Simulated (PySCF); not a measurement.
ethenoxy(methyl)silane (C₃H₈OSi), SMILES C=CO[SiH2]C. Geometry: B3LYP-D3(BJ)/def2-SVP. One conformer was computed; it need not be the lowest.

Computed equilibrium geometry at B3LYP-D3(BJ)/def2-SVP (PySCF confirms it by a frequency run) as bond lengths and angles, and its point group (one conformer of several):
point group Cs.
Atoms: C1 C2 O3 Si4 C5 H6 H7 H8 H9 H10 H11 H12 H13. Bonds (Å): C1–C2 1.338, C1–H6 1.093, C1–H7 1.091, C2–O3 1.353, C2–H8 1.096, O3–Si4 1.690, Si4–C5 1.866, Si4–H9 1.492, Si4–H10 1.492, C5–H11 1.101, C5–H12 1.102, C5–H13 1.101. Angles (°): C2–C1–H6 122.7, C2–C1–H7 119.5, H6–C1–H7 117.7, C1–C2–O3 127.0, C1–C2–H8 121.4, O3–C2–H8 111.6, C2–O3–Si4 128.0, O3–Si4–C5 106.0, O3–Si4–H9 109.3, O3–Si4–H10 109.3, C5–Si4–H9 111.7, C5–Si4–H10 111.7, H9–Si4–H10 108.8, Si4–C5–H11 110.7, Si4–C5–H12 110.5, Si4–C5–H13 110.7, H11–C5–H12 108.3, H11–C5–H13 108.3, H12–C5–H13 108.3.
